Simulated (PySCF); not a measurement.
An unknown is described by computed data only.

Formula: C6H7FN2.

* NMR, other nuclei: isotropic shieldings of nuclei other than C and H, by class: -39 (1 N), 49 (1 N), 320 (1 F) ppm [GIAO PBE0/pcSseg-1]
* Rotational structure: rotational constants A, B, C: 3.028, 1.432, 1.053 GHz [GFN2-xTB]
* Polarisability: 79.9 au [PBE0/def2-SVPD]
* 13C NMR: chemical shifts (computed TMS as zero) by class: 164.6 (1 C), 139.9 (1 C), 91.5 (1 C), 29.7 (1 C), 9.3 (2 C) ppm [GIAO PBE0/pcSseg-1]
* Triplet: lowest triplet excitation (Tamm–Dancoff): 4.73 eV [TDA PBE0/def2-SVPD]
* 1H NMR: chemical shifts (computed TMS as zero) by class: 7.38 (1 H), 5.76 (1 H), 3.56 (1 H), 1.46 (2 H), 0.89 (2 H) ppm [GIAO PBE0/pcSseg-1]
* Dipole: 0.93 D [PBE0/def2-SVPD]

Electronic properties: PySCF, gas phase, density fitting. Levels stand in brackets. Geometry: GFN2-xTB, one conformer, isolated molecule. NMR classes are plain means over equivalent atoms (diastereotopic ones count apart unless rotation or inversion swaps them), as if these changed places fast.

Question: What is the compound? Reason from the data.

Answer: Numbering: `[F:1][c:2]1[cH:3][cH:4][n:5][n:6]1[CH:7]1[CH2:8][CH2:9]1`. Its formula, C6H7FN2, gives 4 degrees of unsaturation: 2 rings and 2 π bonds in the structure found (Kekulé form). 6 carbons fall into 5 classes; from least to most shielded: aromatic C–F carbon [C2] (164.6 ppm), aromatic CH next to a ring nitrogen [C4] (139.9 ppm), aromatic CH carbon [C3] (91.5 ppm), ring sp3 carbon bound to nitrogen [C7] (29.7 ppm), three-membered-ring carbon [C8/C9] (9.3 ppm, 2 C). Hydrogen classes from least to most shielded: 1 H on an aromatic CH next to a ring nitrogen, C4 (7.38 ppm), 1 H on an aromatic CH carbon, C3 (5.76 ppm), 1 H on an sp3 carbon bound to nitrogen, C7 (3.56 ppm), 2 H on 2 three-membered-ring carbons, C8/C9 (1.46 ppm), 2 H on 2 three-membered-ring carbons, C8/C9 (0.89 ppm). The other shieldings belong to: -39 ppm, pyridine-type nitrogen [N5]; 49 ppm, pyrrole-type nitrogen [N6]; 320 ppm, aryl fluorine [F1]. The optimised geometry has point group Cs and is an asymmetric top. Structure: `Fc1ccnn1C1CC1`. Computed isomers that give other values at the same levels: `C=CCn1cc(F)cn1` (13C chemical shifts (computed TMS as zero) by class: 161.7 (1 C), 145.7 (1 C), 129.3 (1 C), 123.1 (1 C), 118.7 (1 C), 60.9 (1 C) ppm); `NCc1ccc(F)nc1` (13C chemical shifts (computed TMS as zero) by class: 173.0 (1 C), 153.1 (1 C), 145.5 (1 C), 144.9 (1 C), 114.8 (1 C), 50.3 (1 C) ppm); `Cc1cc(F)c(C)nn1` (13C chemical shifts (computed TMS as zero) by class: 171.9 (1 C), 163.8 (1 C), 153.0 (1 C), 115.6 (1 C), 24.7 (1 C), 19.9 (1 C) ppm). The assignments are read from this structure; whether some other isomer fits the data as well wasn't checked.

The values belong to the conformer `[F:1][c:2]1[cH:3][cH:4][n:5][n:6]1[CH:7]1[CH2:8][CH2:9]1`: N5–N6–C7–C8 -34°.
